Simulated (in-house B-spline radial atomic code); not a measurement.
**Ionising Mn IX (Mn8+) with different functionals**

Computed with an all-electron radial atomic-structure program (B-spline basis): non-relativistic Hamiltonian, point nucleus, spin-polarised at highest spin, spherical fractional occupations for the functionals, and exact exchange of hybrids averaged over the configuration. The ionisation energy is the difference of two self-consistent energies, [Ne] 3s2 3p5 → [Ne] 3s2 3p4, without Breit or QED terms; ε is the level of the shell that loses the electron (its least bound occupied spin orbital).

| method | rung | ΔSCF (eV) | -ε(3p) (eV) |
| --- | --- | --- | --- |
| PBE0 | global hybrid | 221.52 | 211.93 |
| B3LYP | global hybrid | 221.59 | 211.27 |
| TPSSh | global hybrid | 221.64 | 210.04 |
| M06-2X | global hybrid | 221.49 | 215.65 |
| BHandHLYP | global hybrid | 221.28 | 215.17 |
| r2SCAN0 | global hybrid | 221.61 | 212.29 |
| B97-1 | global hybrid | 221.58 | 211.40 |
| HSE06 | range-separated hybrid | 221.50 | 211.48 |
| wB97X | range-separated hybrid | 221.52 | 214.35 |
| CAM-B3LYP | range-separated hybrid | 221.51 | 213.26 |
| LC-wPBE | range-separated hybrid | 221.68 | 214.27 |

(1) Among the functionals, which spreads more, the ΔSCF values or the orbital energies?

(2) How do they compare with the NIST value?

Results:

(1) The orbital energies: ΔSCF values span about 0.40 eV and the orbital energies 5.61 eV; here energy differences depend much less on the functional than eigenvalues do.

(2) NIST lists 221.9 eV ± 0.17 (semi-empirical, ground level to ground level). Errors run from -0.61 to -0.21 eV; LC-wPBE is closest (-0.21 eV), though others lie within the uncertainty of it, and part of that can be cancellation, since the calculations leave out relativity, Breit-QED terms, multiplet and fine-structure energies.
